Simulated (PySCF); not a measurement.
# Computed properties of ClGeH5SSi, SMILES [S]([GeH3])[SiH2]Cl

ClGeH5SSi, SMILES Cl[SiH2][S][GeH3]. Geometry optimised at B3LYP-D3(BJ)/def2-SVP. The structure was generated by enumeration, and PubChem lists no compound with its InChIKey, so it may never have been made. Other conformers were not sampled. All values are computed for the isolated molecule unless a solvent is named; none is compared with measurement here.

**Structure.** All 21 harmonic modes at B3LYP-D3(BJ)/def2-SVP (PySCF) are real, so it is a minimum. With heavy atoms numbered as in [SiH2:1]([Cl:2])[S:3][GeH3:4], the shortest bond between them is Si1–Cl2 at 2.086 Å and the longest S3–Ge4 at 2.265 Å.

**Vibrations.** The strongest infrared lines (harmonic, unscaled, degenerate partners summed) lie at 824 cm⁻¹ (282 km/mol, H 97 %), 882 cm⁻¹ (192 km/mol, H 95 %), 945 cm⁻¹ (118 km/mol, H 96 %). The softest mode is at 50 cm⁻¹ and the zero-point energy is 28.1 kcal/mol.

**Electronic structure.** HF/def2-TZVP (PySCF) places the frontier levels at -10.38 and 2.80 eV, a gap of 13.18 eV, and gives a dipole moment of 1.36 D and a mean polarisability of 81.3 bohr³. PBE/def2-TZVP (PySCF) at the same geometry gives -6.43 and -1.46 eV, so its gap is 8.21 eV narrower. An orbital gap is neither the optical nor the fundamental gap.

**Excitations.** TDDFT-CAM-B3LYP/def2-SVPD (PySCF) has S1 at 5.64 eV (220 nm, f = 0.007, weak); the most intense of the 10 singlets computed lies at 7.85 eV (f = 0.11). T1 (TDA) is at 5.23 eV. TDDFT-PBE/def2-SVPD (PySCF) puts S1 at 5.02 eV. No vertical singlet excitation falls in the visible range (under 3.1 eV).

**NMR.** GIAO shifts at PBE0/pcSseg-1 (PySCF) (non-relativistic, atoms alike by connectivity averaged): ¹H from 5.1 to 6.0 ppm against TMS; ²⁹Si at 8.9 ppm against TMS. Without spin–orbit terms, shifts of atoms bonded to Cl or Br come out too high.
